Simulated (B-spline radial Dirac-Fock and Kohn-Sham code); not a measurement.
These are calculated numbers from an atomic code on a B-spline grid; the model is the Dirac equation of a negative muon with reduced mass in the field of a spherical finite nucleus, with the Uehling potential to all orders; nuclear polarisation, deformation, hyperfine structure, self-energy, higher-order vacuum polarisation, relativistic recoil and electron screening are left out. The nuclear charge is a Fermi distribution (skin thickness 2.3 fm).

Task: A muonic atom of atomic mass 112.90 u emits these computed lines: 2p3/2 → 1s1/2 3371 keV, 3d5/2 → 2p3/2 943.9 keV, 4f7/2 → 3d5/2 331.5 keV, 5g9/2 → 4f7/2 152.8 keV. Which element is it, and what rms charge radius was used?

Result: Indium (Z = 49, nuclide ¹¹³In); the high transitions hardly feel the nucleus and fix Z. The 2p → 1s line lies 1907 keV below the value for a point nucleus without QED, which for this nuclear model gives a radius near 4.60 fm (4.601 fm was used).
